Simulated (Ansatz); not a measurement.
`C[N](C)[Ga]([Cl])[Cl]` + H–F → `[F][Ga]([Cl])[Cl]` + dimethylamine at 400 K and 1 bar (ligand exchange at a Ga–N bond).

Calculated with Ansatz (gas phase, PBE0-D4/def2-TZVP geometries, no zero-point term in ΔE). CBS: MP2 limit from def2 TZ/QZ plus the TZ coupled-cluster correction, frozen cores. This one scheme is used for every species. For Ga outer-core shells are correlated without core-valence functions, which leaves a few kJ/mol of doubt a bond. Scalar relativity is left out up to krypton. One conformer a species, not always the lowest.

```tsv
species	CCSD(T)/CBS energy (Eh)	H − E (kJ/mol)	S (J/(mol·K))
`C[N](C)[Ga]([Cl])[Cl]`	-2978.03927	263.1	437.0
H–F	-100.39570	36.5	182.2
`[F][Ga]([Cl])[Cl]`	-2943.43698	36.5	345.6
`CNC`	-135.00321	264.6	293.2
```

H − E and S are ideal-gas, rigid-rotor, harmonic terms from PBE0-D4/def2-TZVP, for one conformer and one mirror image of each species. 1 Eh = 2625.50 kJ/mol, R = 8.31446 J/(mol·K).

Question: By hand: ΔE, ΔH, ΔS and ΔG.

Answer: ΔE = (-2943.43698) + (-135.00321) − (-2978.03927) − (-100.39570) = -0.00522 Eh = -13.7 kJ/mol. Δ(H − E) = 36.5 + 264.6 − 263.1 − 36.5 = 1.5, so ΔH = -12.2 kJ/mol. ΔS = 345.6 + 293.2 − 437.0 − 182.2 = 19.6 J/(mol·K). ΔG = -12.2 − 400 × (19.6)/1000 = -20.0 kJ/mol.

Question: By hand: the equilibrium constant, and the temperature at which ΔG would vanish if ΔH and ΔS stayed fixed.

Answer: log₁₀ K = −ΔG/(RT ln 10) = 2.6. ΔH and −TΔS have one sign here, so there is no such temperature.

TΔS isn't small against ΔH here. A doubt of 5 kJ/mol in ΔE shifts log₁₀ K by 0.7 here. Other conformers and mirror images would add mixing entropy, several J/(mol·K) or more a flexible species. These are equilibria of isolated gas molecules and say nothing of rates. Largest T1 diagnostic: 0.012 (customary marks: 0.02 for closed shells, 0.045 for open ones).
